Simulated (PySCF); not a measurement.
SMILES C[C](C)(C)[Mg][SeH], GFN2-xTB optimised geometry.

```
16

Mg     0.88    -0.11     0.00
C     -1.15     0.43     0.14
C     -1.46     1.90    -0.12
C     -1.84    -0.45    -0.90
C     -1.61     0.03     1.53
H     -2.54     2.07    -0.06
H     -1.13     2.20    -1.12
H     -0.97     2.54     0.61
H     -1.55    -0.16    -1.91
H     -1.57    -1.50    -0.75
H     -2.93    -0.37    -0.81
H     -1.35    -1.02     1.73
H     -1.14     0.66     2.30
H     -2.69     0.13     1.63
Se     1.51    -2.54     0.00
H      2.93    -2.54     0.00
```

Density from B3LYP/def2-TZVP run with PySCF at that geometry.

Minimum of the electron density along straight lines between bonded atoms, close to the bond critical point (lines longer than 1.1 times the sum of covalent radii, or with two minima, are not listed):

```csv
bond,length / Å,ρ at the minimum / e bohr⁻³,∇²ρ there / e bohr⁻⁵,position (fraction from the first atom)
Mg1–C2,2.102,(withheld),0.23,0.42
C2–C3,1.523,0.248,-0.61,0.49
C2–C4,1.522,0.247,-0.60,0.49
C2–C5,1.523,0.247,-0.60,0.49
C3–H6,1.096,0.275,-0.93,0.64
C3–H7,1.091,0.278,-0.95,0.63
C3–H8,1.091,0.279,-0.95,0.63
C4–H9,1.095,0.276,-0.94,0.63
C4–H10,1.096,0.276,-0.94,0.64
C4–H11,1.094,0.275,-0.93,0.64
C5–H12,1.095,0.276,-0.94,0.64
C5–H13,1.094,0.277,-0.94,0.63
C5–H14,1.095,0.275,-0.93,0.64
Mg1–Se15,2.510,(withheld),0.13,0.37
Se15–H16,1.422,0.187,(withheld),0.62
```

Problem. Fill in the missing entries.

Solution. 
- Mg1–C2, ρ at the minimum / e bohr⁻³: 0.057
- Mg1–Se15, ρ at the minimum / e bohr⁻³: 0.037
- Se15–H16, ∇²ρ there / e bohr⁻⁵: -0.29
